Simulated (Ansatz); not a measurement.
`N[Si](O)(F)Cl` + `[CH3][GeH]([NH2])[NH2]` → `N[Si](N)(O)Cl` + `[CH3][GeH]([NH2])[F]`  (redistribution)

Gas-phase electronic energies from Ansatz, PBE0-D4/def2-TZVP geometries. CCSD(T)/CBS adds triple-zeta CCSD(T) − MP2 to the extrapolated MP2 energy (def2 sets, frozen cores). DFT in def2-TZVPP. B3LYP here is the variant with VWN-RPA as its local correlation; programs differ in this. For Ge outer-core shells are correlated without core-valence functions, which leaves a few kJ/mol of doubt a bond. Scalar relativity is left out up to krypton. Each species was taken in one conformer, which may not be the lowest.

Q: Is it downhill or uphill in electronic energy at CCSD(T)/CBS, and by how much? (Estimate.)

A: Ansatz gave: Uphill: ΔE = +0.08 eV.

Q: What do these levels give: PBE-D4, PBE0-D4, r2SCAN, PBE0, B3LYP, HF/def2-TZVPP, MP2/def2-TZVPP, SCS-MP2/def2-TZVPP, CCSD(T)/def2-TZVPP, SCS-MP2/def2-QZVPP, MP2/CBS(def2), CCSD/CBS(def2)? (Best estimate.)

A: The calculation gave: PBE-D4 -0.01, PBE0-D4 0.02, r2SCAN 0.02, PBE0 0.02, B3LYP 0.01, HF/def2-TZVPP 0.04, MP2/def2-TZVPP 0.09, SCS-MP2/def2-TZVPP 0.08, CCSD(T)/def2-TZVPP 0.10, SCS-MP2/def2-QZVPP 0.07, MP2/CBS(def2) 0.07, CCSD/CBS(def2) 0.08 eV.

Largest T1 diagnostic among the species: 0.011.

In def2-TZVPP, CCSD(T) changes the Hartree–Fock value by +0.05 eV (the triples alone add −0.00 eV) and MP2 by +0.05 eV.
